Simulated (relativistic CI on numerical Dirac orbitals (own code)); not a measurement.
**Sensitivity of the levels of Dy XV to α and to the nuclear radius**

Computed by Dirac-Coulomb-Breit CI, orbitals from a KLI potential per configuration, derivatives by finite differences, unscaled Slater integrals, QED left out (own radial code, finite nucleus).

Configurations in the expansion (outside the closed core [Kr] 4d10): 4f4.5s2, 4f6, 4f5.5s, 4f3.5s2.6s, 4f2.5s2.6s2. The list is cut by size and lacks configurations that can hold low levels.

With x = (α/α₀)² − 1 an excitation energy changes as ω = ω₀ + qx; K = 2q/ω₀ is the relative enhancement. Terms are leading LS components, so labels can repeat. The field-shift factor is F = δν/δ⟨r²⟩ for the transition from the lowest level.

Lowest level 4f5.5s 7H°_2.

```csv
Level,ω₀ (cm⁻¹),q (cm⁻¹),K,F (GHz/fm²)
4f5.5s 7H°_3,1570.1,1762,2.24,0.0755
4f5.5s 7H°_4,3548.6,3895,2.2,0.173
4f5.5s 7H°_5,5835.3,6176,2.12,0.279
4f5.5s 7H°_6,8334.4,8425,2.02,0.382
4f5.5s 7H°_7,10966.6,10530,1.92,0.476
4f5.5s 7F°_0,12677.7,3240,0.511,0.252
4f5.5s 7F°_1,12950.4,3280,0.507,0.246
4f5.5s 7F°_2,13578.6,3546,0.522,0.245
4f5.5s 7H°_8,13665.0,12410,1.82,0.554
4f5.5s 7F°_3,14714.5,4411,0.6,0.273
4f5.5s 7F°_4,16509.5,6305,0.764,0.363
4f5.5s 7F°_5,18862.7,8757,0.928,0.489
4f4.5s2 5I_4,19762.8,-169800,-17.2,186
4f5.5s 7F°_6,21593.9,11310,1.05,0.619
4f4.5s2 5I_5,23807.1,-165300,-13.9,186
4f5.5s 5H°_3,27153.4,4955,0.365,-6.28
4f4.5s2 5I_6,28022.1,-161200,-11.5,186
4f5.5s 5H°_4,30133.6,8330,0.553,-6.06
4f4.5s2 5I_7,32261.5,-157800,-9.78,186
4f5.5s 5H°_5,33294.5,11230,0.675,-5.86
4f5.5s 5F°_2,35725.3,-933.5,-0.0523,-1.44
4f5.5s 5F°_1,35868.0,1254,0.0699,-2.23
4f4.5s2 5I_8,36450.2,-154900,-8.5,186
```

At this charge transitions that keep the count of f electrons are usually good to a few per cent. Terms inside the open d or f shell come out 10 to 20 % too wide with unscaled integrals. Levels and lines within the n = 5 or 6 shells can be off by up to 10 % or somewhat more, and those that change n by about 2 %, since core polarisation is missing. Levels that differ in their count of f electrons can be misplaced by several ten thousand cm⁻¹, since the correlation energy of f electrons is missing or only estimated; rates across such gaps can be off by orders of magnitude.
